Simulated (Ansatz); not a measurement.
`[SiH3][CH2][GaH][Cl]` + H₂O → `O[SiH3]` + `[CH3][GaH][Cl]`  (formal hydrolysis of the Si–C bond)

Calculated with Ansatz (gas phase, PBE0-D4/def2-TZVP geometries, no zero-point term in ΔE). CCSD(T)/CBS is the MP2 limit (def2-TZVPP, def2-QZVPP) plus CCSD(T) − MP2 in def2-TZVPP, frozen cores. This one scheme is used for every species. DFT in def2-TZVPP. For Ga outer-core shells are correlated without core-valence functions, which leaves a few kJ/mol of doubt a bond. Scalar relativity is left out up to krypton. One conformer a species, not always the lowest.

CCSD(T)/CBS gives -17.4 kcal/mol.

(1) Another level gave -19.8 kcal/mol. Which?
A. HF/def2-TZVPP
B. r2SCANh-D4/def2-TZVPP
C. PBE-D4/def2-TZVPP
D. BHLYP-D4/def2-TZVPP

Largest T1 diagnostic among the species: 0.012.

Answers

(1) D. BHLYP-D4 -19.8, PBE-D4 -16.2, r2SCANh-D4 -18.7, HF/def2-TZVPP -23.7 kcal/mol.

The D4 term adds +2.3 kcal/mol with B3LYP and +1.3 kcal/mol with PBE0; it sums over pairs of atoms, weighted by their polarisabilities, and B3LYP, whose exchange is more repulsive, gets the larger term. In def2-TZVPP, CCSD(T) changes the Hartree–Fock value by +5.7 kcal/mol (the triples alone add +0.8 kcal/mol) and MP2 by +5.6 kcal/mol.

B3LYP here is the variant with VWN-RPA as its local correlation; programs differ in this.
